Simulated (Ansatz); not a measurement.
Stretching the Be1–Cl3 bond in BeClF (SMILES [F][Be][Cl]) (multiplicity 1 held, fragments rigid). Energies count from the point at 1.810 Å.
Geometry at that point (charge 0, multiplicity 1):
```xyz
3

Be     0.000     0.000    -0.613
F      0.000     0.000    -1.988
Cl     0.000     0.000     1.197
```

Restricted levels (R-, RO-) in cc, def2 and unpolarised 6-31G sets keep to the state of the molecule at rest. Unrestricted levels (U-) break spin symmetry where that is lower. Active spaces are followed from a long bond inwards. Levels need not reach the same state.

Cores are frozen in the correlated methods.

Codes used: Ansatz (a first-principles code). 

**Question.** Predict the energy at R = 5.792 Å from U-wB97X-V/aug-cc-pV(T+d)Z.

**Answer.** 128.4 kcal/mol

**Question.** What is the computed energy at R = 5.792 Å (R-SCS-MP2/aug-cc-pV(T+d)Z)?

**Answer.** 145.2 kcal/mol

**Question.** Give the energy at R = 5.792 Å at the level FIC-MRCISD+Q on CASSCF(6,4)/aug-cc-pV(T+d)Z.

**Answer.** 125.0 kcal/mol

Doubts at one or more of the structures used: a spin-contaminated determinant (U-wB97X-V/aug-cc-pV(T+d)Z); a restricted determinant that unrestricted orbitals would lower (R-SCS-MP2/aug-cc-pV(T+d)Z); active orbitals that take no part (FIC-MRCISD+Q on CASSCF(6,4)/aug-cc-pV(T+d)Z).
